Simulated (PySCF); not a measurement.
C5H7BO2S, SMILES c1(ccc(s1)C)B(O)O, GFN2-xTB optimised geometry.

```
16

C      3.02    -1.40     0.00
C      1.73    -0.66     0.00
C      1.52     0.69    -0.01
C      0.15     1.04     0.00
C     -0.70    -0.03     0.00
B     -2.26    -0.03     0.00
O     -2.89     1.16     0.00
O     -3.01    -1.17     0.00
S      0.22    -1.51     0.00
H      3.10    -2.02     0.89
H      3.09    -2.05    -0.87
H      3.85    -0.70    -0.02
H      2.32     1.40    -0.01
H     -0.21     2.05    -0.01
H     -3.85     1.08     0.00
H     -2.54    -1.99     0.00
```

Density from PySCF with PBE0/def2-TZVP at that geometry.

Minimum of the electron density along straight lines between bonded atoms, close to the bond critical point (lines longer than 1.1 times the sum of covalent radii, or with two minima, are not listed):

```
bond    length / Å  ρ at the minimum / e bohr⁻³  ∇²ρ there / e bohr⁻⁵  position (fraction from the first atom)
------  ----------  ---------------------------  --------------------  ---------------------------------------
C1–C2        1.487                        0.263                 -0.70                                     0.48
C2–C3        1.361                        0.333                 -0.98                                     0.52
C3–C4        1.409                        0.306                 -0.88                                     0.50
C4–C5        1.366                        0.329                 -0.96                                     0.49
C5–B6        1.560                        0.186                   [?]                                     0.67
B6–O7        1.351                        0.216                  0.97                                     0.33
B6–O8        1.362                        0.208                  0.92                                     0.33
C2–S9        1.732                        0.212                   [?]                                     0.48
C5–S9        1.747                        0.205                   [?]                                     0.47
C1–H10       1.090                        0.278                 -0.95                                     0.64
C1–H11       1.090                        0.278                 -0.95                                     0.64
C1–H12       1.087                        0.280                 -0.96                                     0.64
C3–H13       1.076                        0.287                 -1.03                                     0.65
C4–H14       1.075                        0.290                 -1.06                                     0.65
O7–H15       0.958                        0.362                 -2.51                                     0.81
O8–H16       0.956                        0.364                 -2.52                                     0.81
```

### Question
Some entries are withheld; supply them.

### Answer

- C5–B6, ∇²ρ there / e bohr⁻⁵: -0.19
- C2–S9, ∇²ρ there / e bohr⁻⁵: -0.42
- C5–S9, ∇²ρ there / e bohr⁻⁵: -0.38
